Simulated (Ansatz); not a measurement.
```xyz
10

N     0.7634   -0.9729    0.7250
C    -0.3723   -0.3377    0.1331
O    -0.6919   -0.7513   -1.2000
In   -0.0098    1.8074   -0.0569
H     1.5954   -0.8708    0.1586
H     0.6219   -1.9603    0.9147
H    -1.2299   -0.5217    0.7889
H    -1.0218   -1.6574   -1.1831
H     1.5197    2.2816   -0.7140
H    -1.1747    2.9831    0.4337
```

The species carries charge 0 and has multiplicity 1. In takes the def2 core potential.

(1) List the CAM-B3LYP/def2-TZVPP orbital energies in eV (Ansatz 0.2.0). (Estimate.)

Results:

(1) The calculation gave: Occupied: -522.41, -391.25, -280.42, -128.92, -85.70, -85.34, -85.31, -30.06, -26.14, -22.66, -22.43, -22.43, -22.38, -22.35, -19.27, -16.41, -15.29, -13.88, -13.32, -12.27, -10.01, -9.36, -9.05, -8.14. Lowest empty: -0.63, 1.13, 1.59, 1.85, 2.10, 2.88, 3.04, 3.34.
